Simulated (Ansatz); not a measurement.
A search over several starts for the lowest SCF solution of [V(H2S)(H2O)5]2+ (VSO5H12²⁺) at the given spin, in a small basis.

```yaml
crystal:
  periodic: [false, false, false]
  atoms:
    - {symbol: V, position_ang: [-0.032738, -0.007290, -0.005351]}
    - {symbol: S, position_ang: [-0.006946, 0.257212, 2.524246]}
    - {symbol: H, position_ang: [0.932565, -0.532907, 3.100328]}
    - {symbol: H, position_ang: [0.579824, 1.415645, 2.914760]}
    - {symbol: O, position_ang: [-0.224092, -0.250050, -2.103140]}
    - {symbol: H, position_ang: [-0.447301, 0.442080, -2.746024]}
    - {symbol: H, position_ang: [-0.198877, -1.089169, -2.590376]}
    - {symbol: O, position_ang: [2.035663, 0.293368, -0.355992]}
    - {symbol: H, position_ang: [2.759521, 0.470319, 0.265208]}
    - {symbol: H, position_ang: [2.436817, 0.262731, -1.239809]}
    - {symbol: O, position_ang: [-2.119994, -0.324861, 0.206511]}
    - {symbol: H, position_ang: [-2.634861, -0.330320, 1.030386]}
    - {symbol: H, position_ang: [-2.750447, -0.496761, -0.511461]}
    - {symbol: O, position_ang: [-0.390607, 2.056123, -0.342003]}
    - {symbol: H, position_ang: [-1.236654, 2.514890, -0.215328]}
    - {symbol: H, position_ang: [0.282464, 2.749132, -0.435044]}
    - {symbol: O, position_ang: [0.276251, -2.104037, 0.077615]}
    - {symbol: H, position_ang: [-0.392271, -2.764392, 0.321234]}
    - {symbol: H, position_ang: [1.131681, -2.561735, 0.104259]}
basis:
  gaussian: {orbitals: def2-SVP, initial_orbitals: start.molden}
total_charge: 2
magnetization: {spin_polarized: true, initial_magnetization: 1}
hamiltonian: {xc: pbe, dispersion: d4}
output: {orbitals: {seedname: orbitals}}
```

The file start.molden holds the orbitals of an earlier run on this structure, at another level or in another basis.

```sh
$ ansatz run in.yaml --threads 4 --pin off --events-out ev --progress --plain --max-ram 9574MiB
```

It prints (some lines left out):

```
Functional definition: PBE
1998 factors; their error is unknown
mean field evaluation 1: about -46904.9279 eV, gradient 5.4e0 eV
mean field evaluation 2: about -46905.0572 eV, gradient 1.5e-1 eV
mean field evaluation 4: about -46904.9926 eV, gradient 8.1e-4 eV
mean field evaluation 8: about -46904.9926 eV, gradient 3.9e-5 eV
mean field evaluation 16: about -46228.7415 eV, gradient 3.0e2 eV
mean field evaluation 32: about -46905.0026 eV, gradient 7.7e-2 eV
mean field evaluation 64: about -46904.9999 eV, gradient 7.5e-1 eV
mean field evaluation 96: about -46904.9754 eV, gradient 9.3e-1 eV
mean field -46905.00400207 eV, -1723.7271037223 hartree, gradient 2.8e-6 eV, S^2 1.750600; 9 other end points of the search recorded, 0 dependent functions left out
reference -46905.00405893 eV, -1723.7271058119 hartree; 45, 44 occupied and 134, 135 virtual orbitals, 1998 factors
Total energy: -46905.35902252 eV, -1723.7401504835 hartree
```

Hardware: 4 threads of Arm Neoverse N1 on a shared host. Wall time 75 s.

Other converged states that the search met: 0.01 eV higher (⟨S²⟩ = 1.75).

The charge 2 doublet is spin-contaminated (final ⟨S²⟩ up to 1.75, 0.75 for a pure state). At PBE0-D4/def2-TZVP a quartet of charge 2 lies 0.97 eV below the doublet, each at its own geometry.
